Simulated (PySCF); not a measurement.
Spectroscopy problems

[PySCF 2.14.0 with density-fitted response routines: PBE0/pcSseg-1 with gauge-including orbitals; geometry from GFN2-xTB; non-relativistic Hamiltonian; equivalent nuclei averaged; no solvent; single conformer]

Chemical shifts δ = σref − σ; ¹H and ¹³C against TMS, all at this level. Where no couplings were computed, multiplicities follow the n + 1 count of equivalent neighbours, and m marks all less simple cases (inequivalent or close neighbours, rings, F or P nearby). Shifts are as computed. Against solution values, carbons near 30 ppm lie about +3 ppm off and those near 130 ppm about +5 ppm. Of 1211 compounds with measured shifts, 218 miss one by over three times the rms of a fit or turn the order of signals round; such compounds aren't used in these exercises. OH and NH positions are gas-phase values without hydrogen bonding to other molecules.

Question: CH12N2Si4. ¹H NMR (500 MHz, computed): δ 5.60 (m, 1H), 4.35 (m, 1H), 4.21 (m, 1H), 3.55 (s, 3H), 1.21 (m, 1H), 0.92 (m, 1H), 0.32 (br s, 2H), -0.12 (br s, 2H). ¹³C{¹H} NMR (computed): δ 28.3 (CH2). Give a structure.

Answer: SMILES N[Si@@H]1C[Si@](N)([SiH3])[SiH2]1. The formula gives 1 degree of unsaturation (1 ring in the answer). Carbon types of the structure: 1 × CH2, leaving 10 H on heteroatoms. δH 4.35, 4.21: hydrogen on a silicon bonded to 2 Si, in a 4-membered ring. δH 3.55: hydrogen on a silicon bonded to Si. δH 1.21, 0.92: hydrogen on an sp3 CH2 bonded to 2 Si. δH 0.32, -0.12: hydrogen on a nitrogen bonded to Si; labile proton, position sensitive to the medium.

The shifts were computed for this structure.

Question: CH12N2Si4. ¹H NMR (400 MHz, computed): δ 5.79 (m, 1H), 4.80 (s, 3H), 4.69 (m, 1H), 4.64 (m, 1H), 4.64 (s, 3H), 3.06 (m, 1H), 2.93 (m, 1H), 0.29 (br s, 1H). ¹³C{¹H} NMR (computed): δ 34.0 (CH2). What is it?

Answer: `InChI=1S/CH12N2Si4/c4-2-7-3(5)1-6-7/h2,7H,1,6H2,4-5H3/t7-/m0/s1`. The formula gives 1 degree of unsaturation (1 ring in the answer). Carbon types of the structure: 1 × CH2, leaving 10 H on heteroatoms. δC 34.0: sp3 CH2 bonded to N and Si; pulled downfield by the heteroatom. δH 4.69, 4.64: hydrogen on a silicon bonded to C, Si, in a 4-membered ring. δH 3.06, 2.93: hydrogen on an sp3 CH2 bonded to N and Si; its carbon carries N, hence the downfield position. δH 0.29: hydrogen on a nitrogen bonded to 2 Si; exchangeable, gas-phase position.

This is the structure that produced the data.
